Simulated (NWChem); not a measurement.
System: CH$_{4}$ClFOSi; SMILES CO[SiH](F)Cl

Output (shortened):

```
             Northwest Computational Chemistry Package (NWChem) 7.3.0
             --------------------------------------------------------

 C1  symmetry detected

                             Geometry "geometry" -> ""
                             -------------------------

 Output coordinates in angstroms (scale by  1.889725989 to convert to a.u.)

  No.       Tag          Charge          X              Y              Z
 ---- ---------------- ---------- -------------- -------------- --------------
    1 Si                  14.0000     0.26327263    -0.06980631     0.40796262
    2 F                    9.0000     1.70385525     0.14488582    -0.29080766
    3 Cl                  17.0000    -0.47344113    -1.88600498    -0.14773939
    4 O                    8.0000    -0.77904789     1.06206137    -0.13999955
    5 C                    6.0000    -0.59202069     2.45637469    -0.14534511
    6 H                    1.0000     0.47475172    -0.02317586     1.86909676
    7 H                    1.0000     0.33256263     2.74015996    -0.67534576
    8 H                    1.0000    -0.55010029     2.86589337     0.87924584
    9 H                    1.0000    -1.44472168     2.91778396    -0.66356787

 Effective nuclear repulsion energy (a.u.)     305.9657590057

  pbe96 is a nonlocal functional; adding pw91lda local functional.

                                 NWChem DFT Module
                                 -----------------

 Summary of "ao basis" -> "ao basis" (spherical)
 ------------------------------------------------------------------------------
       Tag                 Description            Shells   Functions and Types
 ---------------- ------------------------------  ------  ---------------------
 Si                         def2-svp                 8       18   4s3p1d
 F                          def2-svp                 6       14   3s2p1d
 Cl                         def2-svp                 8       18   4s3p1d
 O                          def2-svp                 6       14   3s2p1d
 C                          def2-svp                 6       14   3s2p1d
 H                          def2-svp                 3        5   2s1p

            General Information
            -------------------
          SCF calculation type: DFT
          Wavefunction type:  closed shell.
          No. of atoms     :     9
          No. of electrons :    58
           Alpha electrons :    29
            Beta electrons :    29
          Charge           :     0
          Spin multiplicity:     1
          Use of symmetry is: off; symmetry adaption is: off
          Maximum number of iterations: 150
          AO basis - number of functions:    98
                     number of shells:    46
          Convergence on energy requested:  1.00D-06
          Convergence on density requested:  1.00D-05
          Convergence on gradient requested:  5.00D-04

              XC Information
              --------------
          PerdewBurkeErnzerhof Exchange Functional  1.000
            Perdew 1991 LDA Correlation Functional  1.000 local
           PerdewBurkeErnz. Correlation Functional  1.000 non-local

             Grid Information
             ----------------
          Grid used for XC integration:  medium
          Radial quadrature: Mura-Knowles
          Angular quadrature: Lebedev.
          Tag              B.-S. Rad. Rad. Pts. Rad. Cut. Ang. Pts.
          ---              ---------- --------- --------- ---------
          Si                  1.10       88          10.0       590
          F                   0.50       49          11.0       434
          Cl                  1.00       88          12.0       590
          O                   0.60       49           8.0       434
          C                   0.70       49          11.0       434
          H                   0.35       45          11.0       434
          Grid pruning is: on
          Number of quadrature shells:   503
          Spatial weights used:  Erf1

      Superposition of Atomic Density Guess
      -------------------------------------

 Sum of atomic energies:        -961.66765533

      Non-variational initial energy
      ------------------------------

 Total energy =    -963.330072
 1-e energy   =   -1939.320372
 2-e energy   =     670.024540
 HOMO         =      -0.387707
 LUMO         =       0.088271

     ---------------------------------------------
      Total Density - Mulliken Population Analysis
     ---------------------------------------------

    Atom       Charge   Shell Charges
 -----------   ------   -------------------------------------------------------
    1 Si  14    12.54   2.00  1.99  0.83  0.14  5.93  0.82  0.51  0.32
    2 F    9     9.57   1.99  1.15  0.78  3.52  2.14  0.00
    3 Cl  17    17.38   2.00  1.99  1.22  0.72  5.94  2.15  3.35  0.01
    4 O    8     8.78   1.99  1.09  0.67  3.06  1.96  0.01
    5 C    6     5.85   1.99  0.91  0.22  1.83  0.85  0.05
    6 H    1     1.09   0.69  0.39  0.01
    7 H    1     0.93   0.69  0.22  0.02
    8 H    1     0.93   0.69  0.22  0.02
    9 H    1     0.93   0.69  0.21  0.02

   convergence    iter        energy       DeltaE   RMS-Dens  Diis-err
 ---------------- ----- ----------------- --------- --------- ---------
 d= 0,ls=0.0,diis     1   -964.3275076884 -1.27D+03  1.86D-02  9.99D-01
 d= 0,ls=0.0,diis     2   -964.1577373960  1.70D-01  1.11D-02  2.90D+00
 d= 0,ls=0.0,diis     3   -964.4320814814 -2.74D-01  2.21D-03  5.70D-02
 d= 0,ls=0.0,diis     4   -964.4349385534 -2.86D-03  1.21D-03  1.59D-02
 d= 0,ls=0.0,diis     5   -964.4370185318 -2.08D-03  2.44D-04  5.48D-04
  Resetting Diis
 d= 0,ls=0.0,diis     6   -964.4370904290 -7.19D-05  5.20D-05  4.09D-05
 d= 0,ls=0.0,diis     7   -964.4370934290 -3.00D-06  5.76D-05  1.16D-05
 d= 0,ls=0.0,diis     8   -964.4370896395  3.79D-06  3.94D-05  5.40D-05
 d= 0,ls=0.0,diis     9   -964.4370944655 -4.83D-06  3.03D-06  8.80D-08
 d= 0,ls=0.0,diis    10   -964.4370944748 -9.27D-09  7.03D-07  1.28D-08

         Total DFT energy =     -964.437094474796
      One electron energy =    -1942.062523283944
           Coulomb energy =      746.304155626017
    Exchange-Corr. energy =      -74.644485822538
 Nuclear repulsion energy =      305.965759005670

 Numeric. integr. density =       57.999999311897

                       DFT Final Molecular Orbital Analysis
                       ------------------------------------

 Vector   27  Occ=2.000000D+00  E=-2.906228D-01
              MO Center= -3.8D-01, -1.5D+00, -3.4D-02, r^2= 2.1D+00
   Bfn.  Coefficient  Atom+Function         Bfn.  Coefficient  Atom+Function
  ----- ------------  ---------------      ----- ------------  ---------------
    45      0.491497  3 Cl pz                42      0.372575  3 Cl pz
    43      0.263436  3 Cl px                39      0.216660  3 Cl pz
    44     -0.214439  3 Cl py                40      0.201681  3 Cl px
    41     -0.159336  3 Cl py                79     -0.122546  6 H  s
    37      0.117041  3 Cl px                80     -0.114296  6 H  s

 Vector   28  Occ=2.000000D+00  E=-2.780253D-01
              MO Center= -5.6D-01,  8.8D-01, -7.2D-02, r^2= 3.5D+00
   Bfn.  Coefficient  Atom+Function         Bfn.  Coefficient  Atom+Function
  ----- ------------  ---------------      ----- ------------  ---------------
    54      0.437189  4 O  px                57      0.310881  4 O  px
    94      0.206652  9 H  s                 45      0.194406  3 Cl pz
    68     -0.192065  5 C  px                84     -0.152895  7 H  s
    79     -0.146694  6 H  s                 43     -0.145233  3 Cl px
    42      0.144147  3 Cl pz                56      0.135505  4 O  pz

 Vector   29  Occ=2.000000D+00  E=-2.631212D-01
              MO Center= -5.3D-01,  1.3D+00,  3.0D-02, r^2= 2.2D+00
   Bfn.  Coefficient  Atom+Function         Bfn.  Coefficient  Atom+Function
  ----- ------------  ---------------      ----- ------------  ---------------
    56      0.508424  4 O  pz                59      0.373962  4 O  pz
    89     -0.222971  8 H  s                 70     -0.184952  5 C  pz
    84      0.177512  7 H  s                 54     -0.166519  4 O  px
    90     -0.154685  8 H  s                 80     -0.150502  6 H  s
    57     -0.122161  4 O  px                85      0.118413  7 H  s

 Vector   30  Occ=0.000000D+00  E= 1.374574D-02
              MO Center= -1.3D-01,  9.0D-02,  5.0D-01, r^2= 4.8D+00
   Bfn.  Coefficient  Atom+Function         Bfn.  Coefficient  Atom+Function
  ----- ------------  ---------------      ----- ------------  ---------------
    67      0.896211  5 C  s                 12     -0.647035  1 Si py
     3      0.557432  1 Si s                 44     -0.489296  3 Cl py
    36     -0.469696  3 Cl s                  4      0.450912  1 Si s
    80     -0.453126  6 H  s                 11     -0.448249  1 Si px
    95     -0.435907  9 H  s                 90     -0.405925  8 H  s

 Vector   31  Occ=0.000000D+00  E= 2.163995D-02
              MO Center=  4.6D-01, -2.3D-01,  4.2D-01, r^2= 3.8D+00
   Bfn.  Coefficient  Atom+Function         Bfn.  Coefficient  Atom+Function
  ----- ------------  ---------------      ----- ------------  ---------------
    11      0.812484  1 Si px                21     -0.442158  2 F  s
     4      0.411689  1 Si s                 85      0.366676  7 H  s
    12     -0.336896  1 Si py                 3      0.333694  1 Si s
    43     -0.324888  3 Cl px                90     -0.294329  8 H  s
    80     -0.266794  6 H  s                 73      0.248746  5 C  pz

 Vector   32  Occ=0.000000D+00  E= 2.249184D-02
              MO Center= -5.3D-02,  1.1D+00,  2.4D-01, r^2= 4.5D+00
   Bfn.  Coefficient  Atom+Function         Bfn.  Coefficient  Atom+Function
  ----- ------------  ---------------      ----- ------------  ---------------
    67     -0.947130  5 C  s                  4      0.880180  1 Si s
    53     -0.714126  4 O  s                 90      0.555057  8 H  s
    12      0.544900  1 Si py                85      0.474673  7 H  s
    72     -0.467386  5 C  py                80     -0.420596  6 H  s
    95      0.409347  9 H  s                  3      0.266823  1 Si s

     ---------------------------------------------
      Total Density - Mulliken Population Analysis
     ---------------------------------------------

    Atom       Charge   Shell Charges
 -----------   ------   -------------------------------------------------------
    1 Si  14    13.26   2.00  1.98  1.00  0.03  5.92  1.19  0.63  0.51
    2 F    9     9.28   1.99  1.13  0.79  3.34  2.03  0.00
    3 Cl  17    17.20   2.00  1.98  1.28  0.68  5.93  2.17  3.15  0.02
    4 O    8     8.41   1.99  1.07  0.67  2.90  1.76  0.01
    5 C    6     5.86   1.98  0.91  0.12  2.08  0.72  0.05
    6 H    1     1.09   0.74  0.35  0.01
    7 H    1     0.96   0.74  0.20  0.02
    8 H    1     0.97   0.74  0.20  0.02
    9 H    1     0.96   0.74  0.19  0.02

     -------------------------------------------
      Total Density - Lowdin Population Analysis
     -------------------------------------------

    Atom       Charge   Shell Charges
 -----------   ------   -------------------------------------------------------
    1 Si  14    13.62   2.00  1.92  0.64  0.31  5.81  1.21  0.92  0.80
    2 F    9     9.17   1.98  1.02  0.76  3.21  2.20  0.01
    3 Cl  17    17.01   2.00  1.96  1.05  0.78  5.82  2.27  3.11  0.02
    4 O    8     8.22   1.97  0.90  0.58  2.75  1.99  0.02
    5 C    6     5.94   1.96  0.58  0.31  1.84  1.13  0.12
    6 H    1     1.10   0.65  0.43  0.03
    7 H    1     0.98   0.65  0.27  0.06
    8 H    1     0.98   0.65  0.27  0.06
    9 H    1     0.97   0.65  0.26  0.06

     Multipole analysis of the density
     ---------------------------------

     L   x y z        total         alpha         beta         nuclear
     -   - - -        -----         -----         ----         -------
     0   0 0 0     -0.000000    -29.000000    -29.000000     58.000000

     1   1 0 0     -0.104004     -0.052002     -0.052002     -0.000000
     1   0 1 0      0.765572      0.382786      0.382786      0.000000
     1   0 0 1      0.330995      0.165497      0.165497     -0.000000

     2   2 0 0    -33.652780    -89.306575    -89.306575    144.960370
     2   1 1 0     -0.664116      5.189106      5.189106    -11.042328
     2   1 0 1      0.416344     -1.148623     -1.148623      2.713590
     2   0 2 0    -28.276804   -246.594468   -246.594468    464.912132
     2   0 1 1     -0.111380      1.163655      1.163655     -2.438690
     2   0 0 2    -31.214472    -31.514201    -31.514201     31.813930
```

Level: PBE/def2-SVP. The geometry was optimised at PBE0/def2-SVP.

Problem. Reconstruct the input file.

Solution. This is not unique; one that fits is the input that was run:
```
start job
memory heap 200 mb stack 900 mb global 1100 mb
geometry units angstroms noautoz
  Si     0.283163    -0.084307     0.405595
  F      1.722528     0.158561    -0.286427
  Cl    -0.413821    -1.915869    -0.150933
  O     -0.779176     1.025400    -0.149207
  C     -0.620435     2.423211    -0.155770
  H      0.486438    -0.031305     1.867676
  H      0.300809     2.724933    -0.681662
  H     -0.591885     2.834962     0.868386
  H     -1.479748     2.866487    -0.678876
end
basis spherical
  * library def2-svp
end
dft
  xc xpbe96 cpbe96
  iterations 150
  mulliken
end
task dft energy
```
